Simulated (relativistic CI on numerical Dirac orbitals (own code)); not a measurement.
Electric-dipole lines of Nd XXXV

Method of calculation: Dirac-Coulomb-Breit CI, orbitals from a KLI potential per configuration, a model potential for QED, unscaled Slater integrals (own radial code, finite nucleus).

CI space (outside the closed core [Ne]): 3s2.3p6.3d8, 3s2.3p5.3d9, 3s2.3p4.3d10, 3s.3p6.3d9, 3p6.3d10, 3s.3p5.3d10, 3s2.3p6.3d7.4s, 3s2.3p6.3d7.4p, 3s2.3p6.3d7.4d, 3s2.3p4.3d9.4s, 3s2.3p4.3d9.4p, 3s2.3p5.3d8.4s, 3s2.3p6.3d7.4f, 3s2.3p4.3d9.4d, 3s2.3p5.3d8.4p, 3s.3p5.3d9.4s, 3s2.3p6.3d6.4s2, 3s.3p5.3d9.4p, 3s2.3p5.3d8.4d, 3s2.3p6.3d6.4s.4p, 3s.3p6.3d8.4s, 3s.3p5.3d9.4d, 3s2.3p6.3d7.5s, 3p6.3d9.4s, 3s2.3p6.3d6.4p2, 3s2.3p6.3d7.5p, 3s2.3p6.3d6.4s.4d, 3s2.3p5.3d8.4f, 3s.3p6.3d8.4p, 3p6.3d9.4p, 3s2.3p6.3d7.5d, 3s2.3p6.3d6.4p.4d, 3s2.3p5.3d7.4s2, 3s2.3p6.3d7.5f, 3p6.3d9.4d, 3s2.3p6.3d7.5g. Levels of other configurations are missing.

| λ vac (nm) | Lower | Upper | A (s⁻¹) | log gf | S velocity/length |
| --- | --- | --- | --- | --- | --- |
| 0.99861 | 3s2.3p6.3d8 3F_4 [1] | 3s2.3p6.3d7.4f 3G°_4 [399] | 6.95e+12 | -0.03 | 0.93 |
| 1.0023 | 3s2.3p6.3d8 3F_4 [1] | 3s2.3p6.3d7.4f 3G°_5 [387] | 2.77e+12 | -0.34 | 0.96 |
| 1.0024 | 3s2.3p6.3d8 3F_4 [1] | 3s2.3p6.3d7.4f 3G°_4 [386] | 3.76e+12 | -0.29 | 0.93 |
| 1.0034 | 3s2.3p6.3d8 3F_4 [1] | 3s2.3p6.3d7.4f 5P°_3 [384] | 7.85e+12 | -0.08 | 0.92 |
| 1.0232 | 3s2.3p6.3d8 3F_4 [1] | 3s2.3p5.3d8.4s 3F°_4 [357] | 3.85e+12 | -0.26 | 0.96 |
| 1.0350 | 3s2.3p6.3d8 1D_2 [2] | 3s2.3p5.3d8.4s 1F°_3 [344] | 5.08e+12 | -0.24 | 0.96 |
| 1.0367 | 3s2.3p6.3d8 3F_4 [1] | 3s2.3p5.3d8.4s 3G°_5 [332] | 6.39e+12 | 0.05 | 0.96 |
| 1.2160 | 3s2.3p6.3d8 3F_4 [1] | 3s2.3p6.3d7.4p 3F°_4 [95] | 4.14e+12 | -0.08 | 0.97 |
| 1.2195 | 3s2.3p6.3d8 3F_4 [1] | 3s2.3p6.3d7.4p 3G°_5 [92] | 1.89e+12 | -0.33 | 0.96 |
| 3.1685 | 3s2.3p6.3d8 1G_4 [7] | 3s2.3p5.3d9 1F°_3 [19] | 1.79e+12 | 0.28 | 0.89 |
| 3.9897 | 3s2.3p6.3d7.4s 5F_5 [33] | 3s2.3p5.3d8.4s 5D°_4 [364] | 1.13e+12 | 0.38 | 0.85 |
| 3.9950 | 3s2.3p6.3d8 3F_4 [1] | 3s2.3p5.3d9 3D°_3 [12] | 9.77e+11 | 0.21 | 0.89 |
| 4.0659 | 3s2.3p6.3d8 3F_3 [4] | 3s2.3p5.3d9 3D°_2 [14] | 6.36e+11 | -0.10 | 0.89 |
| 4.0667 | 3s2.3p5.3d9 1F°_3 [19] | 3s2.3p4.3d10 1D_2 [29] | 1.36e+12 | 0.23 | 0.65 |
| 4.1295 | 3s2.3p6.3d8 1G_4 [7] | 3s2.3p5.3d9 3F°_3 [16] | 5.04e+11 | -0.05 | 0.86 |
| 4.2362 | 3s2.3p6.3d8 3F_4 [1] | 3s2.3p5.3d9 3F°_4 [10] | 2.74e+11 | -0.18 | 0.91 |
| 4.2385 | 3s2.3p6.3d8 1D_2 [2] | 3s2.3p5.3d9 1D°_2 [11] | 5.47e+11 | -0.13 | 0.93 |
| 4.2645 | 3s2.3p5.3d9 3D°_3 [12] | 3s.3p6.3d9 3D_2 [24] | 7.99e+11 | 0.04 | 0.66 |
| 4.2984 | 3s2.3p5.3d9 3F°_4 [10] | 3s.3p6.3d9 3D_3 [22] | 6.77e+11 | 0.12 | 0.64 |
| 12.187 | 3s2.3p6.3d7.4s 5F_5 [33] | 3s2.3p6.3d7.4p 5G°_6 [91] | 9.02e+10 | 0.42 | 1.13 |

Terms are leading LS components. Brackets give the number of a level in order of energy, since labels repeat. The list gives strong lines, with weight on those to low levels, among the lowest 400 of 6587 levels, so that lines to higher ones, which can be the strongest, are missing. Levels whose partners in the same complex of configurations lie outside the list can be far off, and so can their lines. Rates are taken at the computed energies, electric ones in the length gauge. A velocity-to-length ratio far from 1 marks an uncertain rate.

At this charge energies of transitions that change n are usually good to better than 1 %, and those within a shell (Δn = 0) to a few per cent. Terms inside the open d or f shell come out 10 to 20 % too wide with unscaled integrals.

LS names give the leading component of a level, which can be under half, so a name can repeat, a term be missing and a line seem to break the LS rules.
